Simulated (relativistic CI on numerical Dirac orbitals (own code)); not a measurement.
**One change at a time: Ag35+**

Base calculation: Dirac-Coulomb-Breit CI, KLI orbitals optimised for each configuration, QED by a radiative potential, unscaled Slater integrals.

CI space (outside the closed core [Ne]): 3s2, 3s 3p, 3p2, 3s 3d, 3d2, 3p 3d, 3p 4s, 3d 4s, 3s 4s, 3s 4p, 3s 4d, 3s 4f, 3s 5s, 3s 5p, 3s 5d, 3s 5f. Levels of other configurations are missing.

Variants: (1) Breit term removed. Shifts of the energy above 3s2 1S_0, in eV, for the lowest level and the first level of each name with at least 55 % of one term (blank where a level changes its place among those of its configuration and J or its character, or is not in the variant):

```tsv
Level	Base	Δ(1)
3s2 1S_0	0.000	0.000
3s 3p 3P°_0	70.819	-0.798
3s 3p 3P°_1	77.272	-0.691
3s 3p 3P°_2	115.035	-0.023
3s 3p 1P°_1	138.509	-0.082
3p2 3P_0	170.878	-1.557
3p2 1D_2	207.205	-0.593
3p2 3P_1	208.099	-0.869
3s 3d 3D_1	236.829	+0.306
3s 3d 3D_2	239.075	+0.353
3s 3d 3D_3	246.224	+0.836
3p2 1S_0	269.263	-0.222
3p 3d 3F°_2	313.313	-0.408
3p 3d 3F°_3	331.451	+0.113
3p 3d 3D°_1	331.908	-0.470
3p 3d 3F°_4	366.791	+0.806
3p 3d 3D°_3	370.121	+0.490
3p 3d 3P°_0	370.549	+0.109
3p 3d 3P°_1	370.845	+0.255
3p 3d 1F°_3	390.310	+0.632
3p 3d 1P°_1	396.184	+0.522
3d2 3F_2	479.564	+0.669
```

At this charge energies of transitions that change n are usually good to better than 1 %, and those within a shell (Δn = 0) to a few per cent.

Ionisation energy from the two ground configurations alone: base 2295.09 eV; Breit term removed 2296.31 eV. The NIST ASD value (semi-empirical) is 2302 eV.

LS names give the leading component of a level, which can be under half, so a name can repeat, a term be missing and a line seem to break the LS rules.
